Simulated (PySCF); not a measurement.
**Radial density of Dy(2+) (dysprosium, charge +2)**

r2SCAN, [Xe] 4f10, one real determinant. Computed with PySCF 2.14 in Sapporo-DKH3-TZP-2012, with scalar relativity by spin-free X2C-1e.

```
r (bohr)  4πr²ρ (e/bohr)  4πr²(ρα − ρβ)
  0.0176           86.55         0.0013
  0.0296           77.77         0.0028
  0.0498           107.2         0.0044
  0.0837           107.0         0.0053
   0.141           93.72         0.1715
   0.237           84.44         1.3287
   0.399           48.35         4.1848
   0.670           39.84         4.5472
    1.13           13.50         1.9299
    1.90           4.379         0.2491
    3.19          0.2245         0.0070
    5.37       0.0003696        -0.0001
```

Densities and radii are taken from the X2C orbitals without a picture-change correction, which distorts them close to the nucleus.

⟨L²⟩ = 34.01 against 42 for a pure I term, so this real determinant mixes terms. Spin-orbit coupling, absent here, splits the open shell strongly.
